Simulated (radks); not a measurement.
These are the eigenvalues of the occupied orbitals of an atom or ion with whole-number occupations (hartree). All-electron calculation, Dirac Kohn-Sham, LDA (Slater exchange, Perdew-Wang correlation), spin-unpolarised, spherical densities, finite nucleus; Fermi nuclear charge, rms radius of each element as measured or else 0.836 A^(1/3) + 0.57 fm. Program: a radial shooting solver on a logarithmic mesh with Libxc functionals.

| orbital | eigenvalue |
|---|---|
| 1s1/2 | -27.07589 |
| 2s1/2 | -3.33547 |
| 2p1/2 | -2.67958 |
| 2p3/2 | -2.67585 |

Which element is it, and in what charge state? The configuration may be excited. Open shells, if any, are shared by 2j + 1.

Answer. Z = 9, fluorine, charge +3: F3+ in [He] 2s2 2p2. The list shows which subshells hold electrons but not how many an open one holds; the 1s level, -27.076 hartree, gives Z - s = 7.4 by -(Z - s)^2/2, which with screening and relativity narrows Z to a few neighbours, and the depths of the outer levels then fix element, charge and occupations together.
